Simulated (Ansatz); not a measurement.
A nudged elastic band was laid between two geometries of C$_{2}$H$_{10}$N$_{2}$Si (15 atoms, charge 0, multiplicity 1).

All numbers below come from RKS BHLYP/cc-pVDZ (Ansatz 0.2.0).

```yaml
movable_images: 9
climbing_image: yes
spring: 5.0 eV/Å²
optimiser: quadratic models (default)
start_path: through a guess of the saddle point
force_threshold: 0.05 eV/Å
iteration_limit: 36
end_points: relaxed
```

Initial state:

```xyz
15
Properties=species:S:1:pos:R:3
N -1.219 0.165 1.574
C 0.149 -0.232 1.306
C 0.534 -0.390 -0.170
N -0.354 -1.380 -0.779
Si 0.426 1.233 -1.160
H -1.362 1.132 1.314
H -1.829 -0.373 0.969
H 0.322 -1.198 1.801
H 0.828 0.477 1.791
H 1.598 -0.690 -0.196
H -0.215 -2.284 -0.340
H -0.137 -1.513 -1.758
H 1.396 2.220 -0.609
H 0.780 0.954 -2.581
H -0.937 1.827 -1.132
```

Final state:

```xyz
15
Properties=species:S:1:pos:R:3
N -0.999 -0.074 1.443
C 0.495 -0.375 1.268
C 0.691 -0.421 -0.242
N -0.249 -1.433 -0.753
Si 0.440 1.252 -1.145
H -1.346 0.872 1.249
H -1.431 -0.694 0.748
H -1.309 -0.348 2.365
H 1.027 0.478 1.712
H 1.745 -0.691 -0.408
H 0.007 -2.325 -0.339
H -0.190 -1.539 -1.757
H 1.611 2.127 -0.864
H 0.261 1.170 -2.628
H -0.776 1.952 -0.620
```

(1) What changes between the two ends?

(2) What energy profile does the band end with?

(3) What is the geometry of the highest image?

Answers

(1) Bonds broken: C2–H8. Bonds formed: N1–H8.

(2) It converged. The highest image is number 6 of 0 to 10, 3.61 eV above the first end and 1.02 eV above the last; the last end lies 2.59 eV above the first. Neighbouring images differ by up to 1.6 eV, so the band resolves the path poorly. A vibrational analysis at the climbing image gives one clearly imaginary mode, 1641i cm⁻¹: a first-order saddle point. The orbitals stay closed-shell, which can raise the energy where a bond breaks towards radicals; this wasn't checked here.

```
image  path coordinate (Å)  energy (eV)  C2–H8 (Å)  N1–H8 (Å)
    0                 0.00         0.00       1.10       2.07
    1                 0.33         0.00       1.10       2.07
    2                 0.67         0.02       1.10       2.06
    3                 1.00         0.25       1.09       1.94
    4                 1.34         1.15       1.10       1.70
    5                 1.67         2.72       1.17       1.41
    6                 2.01         3.61       1.39       1.13
    7                 2.35         3.17       1.72       1.01
    8                 2.70         2.72       2.00       1.01
    9                 3.05         2.61       2.10       1.01
   10                 3.39         2.59       2.11       1.01
```

(3) 
```xyz
15
Properties=species:S:1:pos:R:3:forces:R:3
N -1.168 0.026 1.467 0.02 -0.03 -0.04
C 0.392 -0.297 1.250 -0.02 0.02 0.04
C 0.663 -0.420 -0.230 0.00 0.00 -0.02
N -0.251 -1.427 -0.781 0.00 0.00 0.02
Si 0.445 1.229 -1.174 -0.01 -0.01 0.00
H -1.460 0.967 1.700 0.00 0.01 0.01
H -1.669 -0.391 0.692 -0.02 0.01 0.00
H -0.632 -0.759 2.075 0.01 0.00 0.01
H 0.927 0.525 1.730 0.01 0.00 -0.01
H 1.726 -0.699 -0.324 0.00 -0.01 0.01
H -0.066 -2.314 -0.321 0.00 0.00 0.00
H -0.088 -1.571 -1.770 0.00 0.00 0.00
H 1.594 2.126 -0.871 -0.01 0.00 0.01
H 0.377 1.038 -2.653 0.00 0.00 -0.02
H -0.811 1.917 -0.760 0.01 0.01 0.00
```

Run time: 4.6 min on 2 threads of INTEL(R) XEON(R) PLATINUM 8581C CPU @ 2.10GHz (Emerald Rapids), with other jobs on the host, peak memory 0.34 GiB.
